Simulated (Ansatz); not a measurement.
Ideal-gas functions of AlBClFH$_{2}$O$_{2}$, SMILES `[OH][AlH][O]B(F)Cl` at 400 K and 1 bar, from an Ansatz frequency run at PBE0-D4/def2-TZVP.

Molar mass 126.26 g/mol, point group C1 (symmetry number 1), electronic degeneracy 1, moments of inertia 121.857, 457.551, 530.782 u Å². Harmonic wavenumbers (cm⁻¹, unscaled): 19, 32, 60, 238, 326, 358, 416, 501, 516, 589, 611, 670, 844, 929, 1234, 1517, 2027, 3970.

Use S(trans) = R[1.5 ln M + 2.5 ln T − 1.1517]; rotational temperatures θ = 24.2544 K / I; S(rot) = R[ln(√π/σ · √(T³/θAθBθC)) + 1.5]; for each mode x = 1.438777 ν̃/T, S = R[x/(eˣ − 1) − ln(1 − e⁻ˣ)] and H = RT x/(eˣ − 1); 1 cm⁻¹ = 0.0119627 kJ/mol; R = 8.31446 J/(mol·K).

**Question.** By hand: the entropy, in J/(mol·K).

**Answer.** Translation 175.3. Rotation: θ = 0.199, 0.053, 0.0457 K, giving 123.7. Vibration, mode by mode: 30.63, 26.29, 21.08, 9.86, 7.45, 6.76, 5.70, 4.46, 4.27, 3.47, 3.26, 2.76, 1.68, 1.32, 0.54, 0.23, 0.05, 0.00, in all 129.8. Electronic 0.0. Sum 428.8 J/(mol·K).

**Question.** By hand: H − E and G − E in kJ/mol, counted from the electronic energy.

**Answer.** Zero-point energy ½ × 14857 × 0.0119627 = 88.9; thermal vibration 22.4; translation, rotation and pV give 4 RT = 13.3. H − E = 124.6 kJ/mol, and G − E = 124.6 − 400 × 428.8/1000 = -46.9 kJ/mol.

Vibration gives 30 % of the entropy, 78.0 J/(mol·K) of it from the modes under 150 cm⁻¹: soft modes count most, and the harmonic formula is weakest for them. The sum counts one conformer and one mirror image; others add a mixing term.
